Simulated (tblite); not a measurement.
Species: C5H15NOSi2.
Geometry (GFN2-xTB, Å), atoms numbered from 1 in this order:
```
atom  x, y, z in Å
C1    -2.5601    0.8745   -0.5823
C2    -1.2194    0.8293    0.1099
O3    -0.5501    1.8436    0.2639
N4    -0.8003   -0.3638    0.5605
C5    -1.5435   -1.5830    0.3598
C6     0.4605   -0.3885    1.2858
C7     1.6683   -0.0693    0.4076
Si8    1.6669   -1.0870   -1.1898
Si9    1.8961    1.8124    0.1000
H10   -3.3387    0.4515    0.0480
H11   -2.7975    1.9108   -0.8055
H12   -2.5218    0.3124   -1.5134
H13   -0.9320   -2.4290    0.6628
H14   -1.8031   -1.7160   -0.6915
H15   -2.4640   -1.5906    0.9521
H16    0.3934    0.3462    2.0972
H17    0.5627   -1.3803    1.7340
H18    2.5461   -0.3765    0.9839
H19    2.9457   -0.9437   -1.8782
H20    0.5748   -0.6901   -2.0865
H21    1.4562   -2.5099   -0.8685
H22    1.6277    2.5760    1.3114
H23    1.3541    2.2743   -1.1702
H24    3.3661    1.9165   -0.0833
```

All values are computed: GFN2-xTB (tblite) harmonic vibrations without scaling, gas phase. The method is semi-empirical: single wavenumbers can be off by several per cent or more. Modes of hydrogen on silicon can be 10 to 20 % off. One conformer, not necessarily the lowest.

Harmonic wavenumbers (cm⁻¹): 32.3, 60.0, 99.1, 113.3, 147.8, 156.0, 174.4, 195.5, 218.4, 260.3, 297.4, 358.1, 388.9, 435.3, 486.0, 506.4, 532.1, 551.1, 560.4, 582.7, 621.1, 665.1, 738.5, 779.7, 786.2, 797.4, 805.5, 818.2, 870.1, 920.4, 970.5, 993.4, 999.8, 1021.7, 1076.5, 1093.2, 1095.9, 1133.3, 1221.9, 1239.6, 1296.0, 1341.4, 1372.5, 1407.2, 1435.3, 1453.9, 1462.9, 1471.9, 1481.0, 1488.2, 1674.6, 2084.5, 2169.0, 2219.8, 2296.1, 2297.9, 2318.5, 2913.1, 2925.1, 2939.9, 2951.8, 2987.7, 3019.6, 3030.9, 3044.8, 3065.1.

A = 1421, B = 998.4, C = 740.2 MHz; mass 161.069 u (most abundant isotopes); point group C1, symmetry number 1.

**Question.** What is the zero-point energy?

**Answer.** Half the sum of the wavenumbers: 40476 cm⁻¹ = 484.20 kJ/mol.

**Question.** What is S at 273.15 K and 1 bar for an ideal gas of classical rigid rotors and harmonic oscillators?

**Answer.** Translation 170.41, rotation 124.87, vibration 158.20: S = 453.5 J/(mol K).

**Question.** And Cp and H(273.15 K) − H(0)?

**Answer.** Cp = 199.39 J/(mol K), of which vibrations give 166.13 (their classical limit is 66 R = 548.8); H(273.15 K) − H(0) = 32.04 kJ/mol without the zero-point energy, 22.95 from vibrations.

**Question.** What must be added to the electronic energy to get the Gibbs energy at 273.15 K and 1 bar?

**Answer.** ZPE + [H(273.15 K) − H(0)] − T·S = 484.20 + 32.04 − 123.87 = 392.37 kJ/mol.

**Question.** Which modes carry the vibrational entropy at 273.15 K?

**Answer.** 32.3 cm⁻¹: 23.05; 60.0 cm⁻¹: 17.93; 99.1 cm⁻¹: 13.81; 113.3 cm⁻¹: 12.73; 147.8 cm⁻¹: 10.60; 156.0 cm⁻¹: 10.18 J/(mol K); the other 60 give 69.90 together.

Hindered rotation and anharmonicity are outside this model. Other conformers, if any are populated, would add a mixing term that is left out. The structure is chiral; the term R ln 2 for an equal mix with its mirror image is left out.
